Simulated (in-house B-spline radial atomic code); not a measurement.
A fraction x of an electron is removed from 3p in the gallium ion Ga⁺, starting from [Ar] 3d10 4s2 and keeping the highest spin. Method: scalar-relativistic (X2C) LC-wPBE, spin-polarised, spherical fractional occupations, Fermi nucleus of rms radius 3.9973 fm. Calculated with an all-electron radial atomic-structure program (B-spline basis).

Caution: exact exchange at fractional occupations of open shells leaves self-interaction of up to several eV.

| x | E(x) - E(0) (eV) | 3p down level (eV) |
| --- | --- | --- |
| 0 | 0.0000 | -113.082 |
| 0.05 | 5.6739 | -113.877 |
| 0.2 | 22.9369 | -116.307 |
| 0.32 | ? | ? |
| 0.38 | 44.1410 | -119.308 |
| 0.5 | 58.5806 | -121.358 |
| 0.55 | 64.6701 | -122.223 |
| 0.73 | ? | ? |
| 0.83 | 99.5824 | -127.182 |
| 1 | 121.4658 | -130.282 |

**Question.** What belongs in the row x = 0.32?

**Answer.** An energy change of 37.0129 eV; 3p down at -118.298 eV.

**Question.** What belongs in the row x = 0.73?

**Answer.** An energy change of 86.9541 eV; 3p down at -125.389 eV.

**Question.** Check Janak's theorem between x = 0.05 and 0.2.

**Answer.** The slope of the energy is 115.09 eV; the orbital levels give 115.09 eV (-ε of the emptying orbital, averaged over the two points).
